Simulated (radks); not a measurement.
Values are calculated unless marked as measured or tabulated.
Question: These are the eigenvalues of the occupied orbitals of an atom or ion with whole-number occupations (Ry). Code: a radial shooting solver on a logarithmic mesh with Libxc functionals. Model: scalar-relativistic Kohn-Sham, LB94 model potential, spin-polarised, spherical densities, finite nucleus; Fermi nuclear charge, rms radius of each element as measured or else 0.836 A^(1/3) + 0.57 fm.

| orbital | eigenvalue |
|---|---|
| 1s | -336.1828 |

Which element is it, and in what charge state? The configuration may be excited. Open shells, if any, are filled with parallel spins first.

Answer: Z = 19, potassium, charge +17: K17+ in [He]. The 1s level, -168.09 hartree, gives Z - s = 18.3 by -(Z - s)^2/2, which with screening and relativity narrows Z to a few neighbours, and with so few levels the electron count can be read from the list.
